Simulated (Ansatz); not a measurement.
Calculated with Ansatz (gas phase, PBE0-D4/def2-TZVP geometries, no zero-point term in ΔE). CCSD(T)/CBS adds triple-zeta CCSD(T) − MP2 to the extrapolated MP2 energy (def2 sets, frozen cores). This one scheme is used for every species. Functionals use def2-TZVPP. Elements past krypton have def2 core potentials. For Br, In outer-core shells are correlated without core-valence functions, which leaves a few kJ/mol of doubt a bond. Scalar relativity is left out up to krypton. One conformer a species, not always the lowest.

Consider the substitution at a C–Al bond: `[CH3][Al]([CH3])[C]#N` + `[OH][InH][Br]` → `C[O][InH][Br]` + `[CH3][AlH][C]#N`.

`[CH3][Al]([CH3])[C]#N`:

Cartesian coordinates in Å:
```
C -0.432 0.773 1.626
Al 0.114 0.151 -0.126
C -0.193 -1.567 -0.968
C 1.125 1.437 -1.192
N 1.723 2.198 -1.822
H -0.996 0.026 2.189
H 0.441 1.058 2.222
H -1.051 1.672 1.540
H -0.678 -1.441 -1.941
H -0.811 -2.235 -0.364
H 0.758 -2.072 -1.164
```

`[OH][InH][Br]`:

Cartesian coordinates in Å:
```
O -0.374 0.129 -1.423
In 0.125 -0.064 0.476
Br 0.369 2.160 1.485
H -0.484 -0.713 -1.872
H 0.363 -1.513 1.334
```

`C[O][InH][Br]`:

Z-matrix (Å, degrees):
```
C
O 1 1.405
H 1 1.097 2 113.5
H 1 1.096 2 109.7 3 120.8
H 1 1.096 2 109.7 3 -120.7
In 2 1.964 1 124.6 3 -0.3
Br 6 2.471 2 111.0 1 0.1
H 6 1.691 2 124.2 1 -180.0
```

`[CH3][AlH][C]#N`:

```xyz
8

C     0.701    0.468    0.979
Al   -0.777   -0.193   -0.080
C    -0.429   -0.715   -1.921
N    -0.206   -1.022   -3.012
H     0.502    1.488    1.325
H     0.836   -0.142    1.879
H     1.642    0.474    0.427
H    -2.268   -0.357    0.404
```

```
                species  B2PLYP energy (Eh)
`[CH3][Al]([CH3])[C]#N`          -414.94106
        `[OH][InH][Br]`         -2840.17069
        `C[O][InH][Br]`         -2879.44055
      `[CH3][AlH][C]#N`          -375.63285
```

(1) Work out ΔE.

Largest T1 diagnostic among the species: 0.014.

## Answers

(1) ΔE = (-2879.44055) + (-375.63285) − (-414.94106) − (-2840.17069) = 0.03835 Eh = +24.1 kcal/mol. CCSD(T)/CBS gives +24.9 kcal/mol.

Leaving LDA and LC-ωPBE aside and taking each functional with its dispersion term where it has one, the values, not all of them listed here, spread over 2.7 kcal/mol, from B97M-V to r2SCAN0-D4. At CCSD(T), def2-SVP lies −6.1 kcal/mol from the extrapolated value and def2-TZVPP −0.8 kcal/mol.
